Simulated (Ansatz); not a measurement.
## Ansatz input wanted

BCNF2 has 5 atoms, charge 0, and is taken as a singlet. SMILES: `N#CB(F)F`. The coordinates come from a PBE0-D4/def2-TZVP relaxation.

```xyz
5

N    -0.7151    1.7897    0.8010
C    -0.3194    0.8048    0.3593
B     0.2120   -0.5174   -0.2338
F     1.4512   -0.8728   -0.0262
F    -0.5787   -1.2779   -0.9419
```

Settings wanted:

```json
{"basis set": "6-311+G**", "task": "energy", "method": "DFT", "functional": "revPBE", "dispersion": "none", "reference": "RKS", "relativity": "none", "accuracy": "high", "d and f functions": "spherical"}
```

Task: Give an Ansatz 0.2.0 job that does this.

Result: One that was run (others would do as well):

job.yaml:
```yaml
crystal:
  periodic: [false, false, false]
  atoms:
    - {symbol: N, position_ang: [-0.715100, 1.789700, 0.801000]}
    - {symbol: C, position_ang: [-0.319400, 0.804800, 0.359300]}
    - {symbol: B, position_ang: [0.212000, -0.517400, -0.233800]}
    - {symbol: F, position_ang: [1.451200, -0.872800, -0.026200]}
    - {symbol: F, position_ang: [-0.578700, -1.277900, -0.941900]}
basis:
  gaussian:
    orbitals: 6-311+G_st__st_.json
hamiltonian:
  xc: {name: revPBE}
accuracy: high
output: {orbitals: {seedname: orbitals}}
```

```bash
$ ansatz run job.yaml --threads 1 --pin off --max-ram 3480MiB --events-out events.jsonl --progress --plain --runs-dir runs
```

(Basis files named in the input come from the Basis Set Exchange and aren't shown.)

Calculated total energy: -317.49124 Eh.
